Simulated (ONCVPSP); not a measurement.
**Plane-wave convergence, ONCV potential for manganese**

ONCVPSP 4.0.1 input, shortened (lines: element, Z, core and valence counts, functional; n l f; lmax; l rc ep ncon nbas qcut; lloc lpopt rc5 dvloc0; l nproj debl; icmod fcfact rcfact), LDA (Perdew-Wang 92), scalar-relativistic:

```
  Mn 25.00    3    4  -001012      upf
    1    0    2.00
    2    0    2.00
    2    1    6.00
    3    0    2.00
    3    1    6.00
    3    2    5.00
    4    0    2.00
    2
    0    1.65    0.00    5    9    9.50
    1    1.30    0.00    5    9   12.10
    2    1.55    0.00    3    6   11.90
    4    5    1.05    3.00
    0    2    1.90
    1    2    3.70
    2    2    0.60
    3    5.25    1.45
```

Task: For each optimised wave give the share of its norm inside rc, the residual kinetic energy above qcut (Ha) and the cutoffs (Ha) for errors of 10, 1, 0.1 and 0.01 mHa per electron.

Result:

```
         wave  norm inside rc  residual KE  10 mHa  1 mHa  0.1 mHa  0.01 mHa
           3s           0.980      8.3e-08    17.8   26.4     32.7      37.4
           4s           0.078      6.2e-08     6.6   21.8     29.9      36.0
           3p           0.863      2.0e-07    22.5   28.5     45.2      58.7
p projector 2           0.058      8.0e-08    19.2   25.8     31.8      54.8
           3d           0.754      1.8e-07    35.9   43.1     48.8      53.3
d projector 2           0.078      6.4e-09    30.4   39.9     47.5      54.0
```

The occupied waves need 43 Ha and 49 Ha for 1 and 0.1 mHa.
